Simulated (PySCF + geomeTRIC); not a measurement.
Species: C3H8Si, SMILES `[SiH3]C1CC1` (charge 0, multiplicity 1).

Give a relaxed geometry from TPSSh-D3(BJ)/def2-TZVP run with PySCF + geomeTRIC.

the end point of this relaxation (outside a Z-matrix the atoms follow the SMILES, hydrogens last).
Bonds (Å): Si1–C2 1.856, Si1–H5 1.485, Si1–H6 1.484, Si1–H7 1.484, C2–C3 1.517, C2–C4 1.517, C2–H8 1.086, C3–C4 1.495, C3–H9 1.083, C3–H10 1.084, C4–H11 1.084, C4–H12 1.083. Bond angles (°): C2–Si1–H5 108.2, C2–Si1–H6 111.5, C2–Si1–H7 111.5, H5–Si1–H6 108.7, H5–Si1–H7 108.7, H6–Si1–H7 108.1, Si1–C2–C3 120.1, Si1–C2–C4 120.1, Si1–C2–H8 116.2, C3–C2–C4 59.0, C3–C2–H8 114.6, C4–C2–H8 114.6, C2–C3–C4 60.5, C2–C3–H9 117.4, C2–C3–H10 118.1, C4–C3–H9 118.2, C4–C3–H10 118.0, H9–C3–H10 114.3, C2–C4–C3 60.5, C2–C4–H11 118.1, C2–C4–H12 117.4, C3–C4–H11 118.0, C3–C4–H12 118.2, H11–C4–H12 114.3.
